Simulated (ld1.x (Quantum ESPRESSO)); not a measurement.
## Before and after: PAW potential for copper (Cu)

copper, PAW, made with ld1.x (Quantum ESPRESSO) 7.5 (PBE, scalar-relativistic). Core [Ar], reference 3d10 4s1 4p0. Waves: 4s (bound): rcut 2.05, rcutus 2.40 bohr; 4s channel at 1.1 Ry: rcut 2.05, rcutus 2.40 bohr; 4p (bound, empty): rcut 3.55, rcutus 4.25 bohr; 4p channel at 4.7 Ry: rcut 3.55, rcutus 4.25 bohr; 3d (bound): rcut 1.35, rcutus 1.65 bohr; 3d channel at 0.2 Ry: rcut 1.35, rcutus 1.65 bohr. Local part: all-electron potential smoothed inside 2.10 bohr (lloc = -1). Core correction: Bessel-smoothed model core, default radius (core density twice the valence density). Augmentation charge: PSQ, inside the norm-conserving radii.

All-electron outer shells of the reference configuration (PBE, scalar-relativistic, ld1.x):

| shell | level (eV) | outermost node (bohr) | outermost maximum (bohr) |
| --- | --- | --- | --- |
| 3s | -114.70 | 0.29 | 0.61 |
| 3p | -72.14 | 0.26 | 0.62 |
| 3d | -5.04 | – | 0.60 |
| 4s | -4.61 | 0.89 | 2.27 |
| 4p | -0.70 | 0.97 | 3.65 |

Change: waves 3d (bound): rcut 1.10, rcutus 1.16 bohr; 3d channel at 0.2 Ry: rcut 1.10, rcutus 1.16 bohr.

Cutoffs: the cutoffs (Ry, on a coarse ladder) from which the occupation-weighted sum of valence levels, in a spherical-Bessel basis at the reference potential, stays within 10 and 1 mRy of its value at 400 Ry; they do not see the model core or the augmentation charge, which bear on the density cutoff. Errors are all-electron minus pseudo energies relative to the spin-unpolarised reference configuration.

Question: What does the change do?

Answer: The potential gets harder (40 Ry and 70 Ry → 100 Ry and 180 Ry); both files keep a bound ghost (p); the errors of the 7 common tests hardly move. A smaller radius makes the pseudo-wave follow the all-electron one further in, where it bends more sharply, so more plane waves are needed.

| quantity | base | changed |
| --- | --- | --- |
| cutoff, loose | 40 Ry | 100 Ry |
| cutoff, tight | 70 Ry | 180 Ry |
| loose cutoff by channel (10 mRy a level) | s 6 Ry, d 35 Ry | s 6 Ry, d 70 Ry |
| bound ghosts | p | p |
| error for 3d10 4s0 4p0, meV [ΔE 8.15 eV] | -7.4 | -6.4 |
| error for 3d9 4s0 4p0, meV [ΔE 29.48 eV] | -56 | -55 |
| error for 3d8 4s0 4p0, meV [ΔE 68.50 eV] | -531 | -494 |
| error for 3d7 4s0 4p0, meV [ΔE 128.21 eV] | -2036 | -1861 |
| error for 3d10 4s0 4p1, meV [ΔE 4.14 eV] | -21 | -20 |
| error for 3d9 4s1 4p0, meV [ΔE 11.58 eV] | -56 | -51 |
| error for 3d10 4s0.5 4p0, meV [ΔE 3.16 eV] | -1.8 | -1.6 |
| s: phases at 4.60 bohr within 0.05 rad from the reference energy up to (Ry; the scan ends near 5) | 3.1 | 3.1 |
| p: phases at 4.60 bohr within 0.05 rad from the reference energy up to (Ry; the scan ends near 5) | 0.1 | 0.1 |
| d: phases at 4.60 bohr within 0.05 rad from the reference energy up to (Ry; the scan ends near 5) | n/a | n/a |
| lowest overlap eigenvalue by channel | s 0.39, p 0.02, d 1.00 | s 0.39, p 0.02, d 0.99 |

Base: These tests converged, but a pseudo level misses the all-electron one widely, so the file describes the atom poorly there or has found another state: 3d8 4s0 4p0: empty 4p by 5.1 eV (a node warning on the way); 3d7 4s0 4p0: empty 4p by 12.1 eV. Changed file: These tests converged, but a pseudo level misses the all-electron one widely, so the file describes the atom poorly there or has found another state: 3d8 4s0 4p0: empty 4p by 5.1 eV (a node warning on the way); 3d7 4s0 4p0: empty 4p by 12.5 eV. A true bound ghost makes a file unfit for plane-wave use even where its test errors are small: the radial tests pick states by their node count and pass the ghost by.
